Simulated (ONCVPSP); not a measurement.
## Pseudopotentials across the periodic table

Generated with ld1.x 7.5 (TM, RRKJ, ultrasoft, PAW), atompaw 4.2 or ONCVPSP 4.0.1. The cutoff is in Ry: for ld1.x and atompaw files where the sum of valence levels is converged to 10 mRy in a Bessel basis, for ONCV files where the hardest occupied wave has 1 mHa per electron of residual kinetic energy. The error is the largest all-electron minus pseudo excitation energy over each file’s own four to seven test configurations (ionisations up to +4, promotions, holes and added fractions of an electron), all of which were solved. The labels leave out finer settings (local radius, basis sizes, second energies), which also bear on the numbers. Spin-polarised tests are not counted. The rows are a selection from randomly drawn settings: files with unsolved tests, undetermined cutoffs or missed reference levels are left out.

A true bound ghost makes a file unfit for plane-wave use even where its test errors are small: the radial tests pick states by their node count and pass the ghost by.

| element | potential | cutoff (Ry) | largest error (meV) | bound ghosts |
| --- | --- | --- | --- | --- |
| Li | ONCV, PBE, fully relativistic, rc 1.10/1.00/1.15 (spd), local smoothed, core correction no, reference 1s2 2s1, qcut 9.5/9.4/7.4, projectors 3/2/2 | 75 | +901 | none |
| S | ONCV, LDA (Perdew-Wang 92), non-relativistic, rc 1.15/1.45 (sp), local smoothed, core correction yes, reference 3s2 3p3, qcut 5/5.8, projectors 2/2 | 25 | +17 | none |
| Ca | ONCV, PBE, scalar-relativistic, rc 1.60/1.65/1.60 (spd), local d, core correction no, reference 3s2 3p6 4s2, qcut 6.1/10/5.1, projectors 2/2/0 | 30 | +4.5 | none |
| Ru | ONCV, LDA (Perdew-Wang 92), fully relativistic, rc 1.65/1.35/1.40/1.35 (spdf), local smoothed, core correction no, reference 4s2 4p6 4d6, qcut 6.6/12.8/6.3/9.4, projectors 2/2/1/3 | 96 | +4.3 | none |
| Hg | ONCV, LDA (Perdew-Wang 92), scalar-relativistic, rc 1.60/0.98/2.05 (spd), local smoothed, core correction yes, reference 5s2 5p6 5d10 6s1, qcut 5.9/7.2/8.2, projectors 2/3/2 | 259 | -21 | p, s |

Problem. Fill in the row for Te: ONCV, PBE, fully relativistic, rc 1.25/1.20/1.05/1.05 (spdf), local smoothed, core correction no, reference 4s2 4p6 4d10 5s1.75 5p4.25, qcut 8.1/10.1/8.7/9.5, projectors 2/2/2/2.

Solution. cutoff 254 Ry, largest error +17 meV, bound ghosts: none.

Problem. Fill in the row for Te: ONCV, PBE, scalar-relativistic, rc 1.35/1.40/1.25/1.45 (spdf), local smoothed, core correction yes, reference 4s2 4p6 4d10 5s2 5p4, qcut 11.3/11.8/14.2/7.6, projectors 3/2/2/1.

Solution. cutoff 105 Ry, largest error -138 meV, bound ghosts: none.
